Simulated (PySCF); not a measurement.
All of these have the formula C6H4NP. Computed with TDDFT PBE0/def2-SVPD, vertical, gas phase, core orbitals frozen in the response (PySCF 2.14.0, density-fitted response routines). Geometries: GFN2-xTB; one conformer of each isolated species. Triplets are in the Tamm–Dancoff approximation.

A. `P#Cc1ccccn1`
B. `c1cpccc1C#N`
C. `N#Cc1ccccp1`

Lowest singlet levels (six at most, fewer where fewer were computed) with oscillator strengths:

1. 268 nm (f 0.014); 263 nm (f 0.000); 257 nm (f 0.322); 228 nm (f 0.000); 215 nm (f 0.000); 210 nm (f 0.217); T1 2.93 eV
2. 319 nm (f 0.000); 306 nm (f 0.000); 301 nm (f 0.232); 290 nm (f 0.000); 250 nm (f 0.014); 245 nm (f 0.002); T1 2.61 eV
3. 270 nm (f 0.008); 261 nm (f 0.012); 255 nm (f 0.126); 232 nm (f 0.004); 218 nm (f 0.000); 215 nm (f 0.452); T1 3.02 eV

Question: Which spectrum belongs to which structure?

Answer: 1 = B, 2 = A, 3 = C.
- A: S1 at 3.89 eV, HOMO-2→LUMO (85%), HOMO→LUMO+1 (12%); Löwdin shares by element: HOMO carbon 45% or more, phosphorus 30% (atoms not listed hold the other 25%); LUMO phosphorus 33%, carbon 30% or more, nitrogen 10% (atoms not listed hold the other 27%); HOMO -7.04 and LUMO -2.24 eV; point group Cs, 3 of its 6 listed states under f = 0.0005.
- B: S1 at 4.63 eV, HOMO-1→LUMO (99%); Löwdin shares by element: HOMO carbon 40% or more, phosphorus 26% (atoms not listed hold the other 34%); LUMO carbon 38% or more, phosphorus 32% (atoms not listed hold the other 29%); HOMO -7.70 and LUMO -2.57 eV; point group C2v, 3 of its 6 listed states under f = 0.0005.
- C: S1 at 4.59 eV, HOMO-1→LUMO (48%), HOMO→LUMO+1 (44%); Löwdin shares by element: HOMO carbon 42% or more, phosphorus 26% (atoms not listed hold the other 32%); LUMO carbon 39% or more, phosphorus 32% (atoms not listed hold the other 29%); HOMO -7.76 and LUMO -2.46 eV; point group Cs, 1 of its 6 listed states under f = 0.0005.
B and C have S1 within 0.05 eV of each other; their strongest listed levels stand at 4.82 eV (f 0.322) and 5.78 eV (f 0.452).
